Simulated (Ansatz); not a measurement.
C3H8SSi can be A, `C[SiH2]C(C)=S`, or B, `C=CS[SiH2]C`.

Isolated molecules relaxed with PBE0-D4/def2-TZVP in Ansatz; ΔE leaves out vibrations. CBS: MP2 limit from def2 TZ/QZ plus the TZ coupled-cluster correction, frozen cores. DFT in def2-TZVPP. Each species was taken in one conformer, which may not be the lowest.

(1) Which isomer does CCSD(T)/CBS put lower? Give the gap. (Estimate.)

(2) Give E(B) − E(A) in kJ/mol with r2SCAN-D4, BLYP-D4, B2PLYP, LDA (SPW92), PBE0-D4, ωB97M-V, CCSD/def2-TZVPP. (An estimate is asked.)

(3) Does the order hold for the free energy at 298.15 K (harmonic terms from PBE0-D4)? (An estimate is asked.)

Largest T1 diagnostic: 0.014.

Answers

(1) Computed: B, by 46.7 kJ/mol.

(2) Ansatz gave: r2SCAN-D4 -49.9, BLYP-D4 -44.7, B2PLYP -47.0, LDA (SPW92) -43.6, PBE0-D4 -50.5, ωB97M-V -47.8, CCSD/def2-TZVPP -47.0. None reverses the order clearly.

(3) Computed: Yes: G(B) − G(A) = -46.2 kJ/mol, for one conformer each. Modes under 60 cm⁻¹, often nearly free rotors, make the harmonic entropy too high.

In def2-TZVPP, CCSD(T) changes the Hartree–Fock value by +14.4 kJ/mol (the triples alone add +3.0 kJ/mol) and MP2 by +13.6 kJ/mol. Leaving LDA and LC-ωPBE aside and taking each functional with its dispersion term where it has one, the values, not all of them listed here, spread over 7.4 kJ/mol, from r2SCAN0-D4 to BLYP-D4. LDA lies +5.1 kJ/mol from PBE without D4.
